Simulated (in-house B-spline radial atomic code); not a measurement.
Cs. Computed with a B-spline radial atomic code. Model: non-relativistic spherical atom: semilocal Troullier-Martins pseudo-atom, one channel per l, against all electrons, high spin, G0W0 and RPA with empty states to l = 8, local potential for every l without a channel, a model core (radius 0 = none) keeps its share of the functional.

Without relativity these are model numbers for so heavy an element.

What the tables leave out is listed at the end.

The pseudopotential gives back the lowest level of each angular momentum of its own functional in the configuration it was made in; a second state of the same l is only approximately right. Exact exchange, RPA and GW see the smooth pseudo-orbitals and miss the exchange with the core, for which the functional's share stands in. The column with an uncorrelated core keeps all orbitals and exact exchange, and so separates missing core correlation from pseudisation. Only the three outermost levels and the lowest empty one were computed. RPA here is direct RPA, with no exchange kernel, and its energies carry an (l + 1/2)⁻⁴ tail. A hybrid on a potential with a model core restores only its own semilocal share of the core's exchange.

Command:
```bash
python run_psgw.py task.json out
```
Settings (lengths in bohr, energies in hartree):
```
Z                      55
electrons              55
configuration          [Xe] 6s1
generated_in           [Xe] 6s1
functional             pbe,pbe
core_shells            10
radius_factor          0.9
core_correction        False
ion_configuration      [Kr] 4d10 5s2 5p6
```

Time taken, with all properties: 88 s on 1 thread of Arm Neoverse N1, with other jobs on the host.

Given: made with PBE; model core radius 0 bohr; local radius 1.894 bohr; mean-field start PBE0.

Valence shells of the generating configuration: 5p, 6s.

Channel: s 3.4, p 1.628, d 2.749 (radii in bohr).

Computed: largest level miss in the spin-unpolarised generating configuration 0.001 eV; valence RPA correlation energy all-electron orbitals -0.24729 hartree; valence RPA correlation energy pseudo -0.35389 hartree; all-electron RPA polarisability, core included 213.45 bohr³; pseudo-atom RPA polarisability 188.45 bohr³; ionisation by mean-field pseudo minus all 0.131 eV; ionisation by RPA pseudo minus all 0.255 eV.

```json
{"level": "6s up", "occupied": "1", "mean-field all-electron (eV)": "-2.5736", "mean-field pseudo minus all (eV)": "-0.084", "G0W0 all-electron (eV)": "-3.9872", "G0W0 uncorrelated core minus all (eV)": "0.042", "G0W0 pseudo minus all (eV)": "-0.204", "exchange self-energy all-electron (eV)": "-4.9611", "exchange self-energy pseudo (eV)": "-5.2537"}
{"level": "6s down (empty)", "occupied": "0", "mean-field all-electron (eV)": "-1.0097", "mean-field pseudo minus all (eV)": "-0.056", "G0W0 all-electron (eV)": "-0.45413", "G0W0 uncorrelated core minus all (eV)": "0.044", "G0W0 pseudo minus all (eV)": "-0.086", "exchange self-energy all-electron (eV)": "-0.84512", "exchange self-energy pseudo (eV)": "-0.95722"}
```

What is the ionisation by mean-field all-electron?

3.751 eV.

What is the ionisation by RPA all-electron?

4.0454 eV.

Given: mean-field start Hartree-Fock.

Computed: valence RPA correlation energy all-electron orbitals -0.19564 hartree; all-electron RPA polarisability, core included 164.13 bohr³; pseudo-atom RPA polarisability 100.76 bohr³; ionisation by mean-field all-electron 3.3591 eV; ionisation by RPA all-electron 3.8265 eV; ionisation by RPA pseudo minus all 0.303 eV.

| level | occupied | mean-field all-electron (eV) | mean-field pseudo minus all (eV) | G0W0 all-electron (eV) | G0W0 uncorrelated core minus all (eV) | G0W0 pseudo minus all (eV) | exchange self-energy all-electron (eV) | exchange self-energy pseudo (eV) |
| --- | --- | --- | --- | --- | --- | --- | --- | --- |
| 6s up | 1 | -3.3719 | -0.585 | -3.9125 | 0.036 | -0.367 | -4.5068 | -5.8694 |
| 5p down | 1 | -18.576 | 2.276 | -18.936 | 0.05 | 1.82 | -20.638 | -14.045 |
| 5p up | 1 | -18.613 | 2.011 | -18.968 | 0.045 | 1.753 | -20.597 | -14.231 |

What is the ionisation by mean-field pseudo minus all?

0.529 eV.

What is the valence RPA correlation energy pseudo?

-0.29312 hartree.

Among the listed levels the largest G0W0 shift of the pseudo-atom is +1.82 eV, for 5p down on the Hartree-Fock start, while leaving the core uncorrelated moves that level by +0.05 eV. So pseudisation and the lost core exchange, not the missing core correlation, make the error. Not in the tables (levels of low weight, unsolved or above zero; the highest and the empty levels are kept at any weight): on PBE, a start not tabulated, the G0W0 levels 6s up (pseudo minus all -0.10 eV, weights 0.51 and 0.58), 5p down (pseudo minus all +0.78 eV, weights 0.09 and 0.10), 5p up (pseudo minus all +0.80 eV, weights 0.00 and 0.16), 6s down (pseudo minus all -0.18 eV, weights 0.71 and 0.68); on PBE0 the G0W0 levels 5p down (pseudo minus all +0.90 eV, weights 0.52 and 0.37), 5p up (pseudo minus all +0.87 eV, weights 0.51 and 0.37).
